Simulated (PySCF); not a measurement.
**SrBr: a composite coupled-cluster calculation**

State: ²Σ⁺, doublet, unpaired electrons σ ↑. De refers to Sr + Br. ROHF-based CCSD(T) in PySCF 2.14 with Sr cc-pwCVDZ-X2C, Br aug-cc-pVDZ-DK and Sr cc-pwCVTZ-X2C, Br aug-cc-pVTZ-DK (frozen core orbitals: 28; spin-free X2C with a Gaussian nucleus). Correlation energies are extrapolated as n⁻³ (n = 2, 3), Hartree–Fock as (n+1)·exp(−9√n).

```
      Level  Re (Å)  ωe (cm⁻¹)  ωexe (cm⁻¹)  αe (cm⁻¹)  De (eV)
 CCSD(T)/DZ  2.8336      199.3        0.449   0.000169    3.374
 CCSD(T)/TZ  2.7705      210.6        0.496   0.000177    3.610
     HF/CBS  2.8112      205.8        0.489   0.000172    3.469
    MP2/CBS  2.7439      215.8        0.510   0.000179    3.824
   CCSD/CBS  2.7580      213.6        0.502   0.000177    3.659
CCSD(T)/CBS  2.7538      214.0        0.503   0.000178    3.697
```

Q: How much is left between CCSD(T)/TZ and the basis-set limit, and how much do the triples give at the limit?

A: CCSD(T)/CBS less CCSD(T)/TZ: -16.7 mÅ in Re, +3.4 cm⁻¹ in ωe and +0.087 eV in De. CCSD(T)/CBS less CCSD/CBS: -4.2 mÅ in Re, +0.4 cm⁻¹ in ωe and +0.038 eV in De.

The T1 diagnostic is 0.017. The state was picked by a PBE0 search and need not be the measured ground state. Spin–orbit coupling, excitations beyond (T) and corrections to the Born–Oppenheimer picture are left out.

The whole job (state search and all basis sets along the bond) took about 13 min on 4 threads of Arm Neoverse V2 (shared host), peak memory 8.9 GiB.
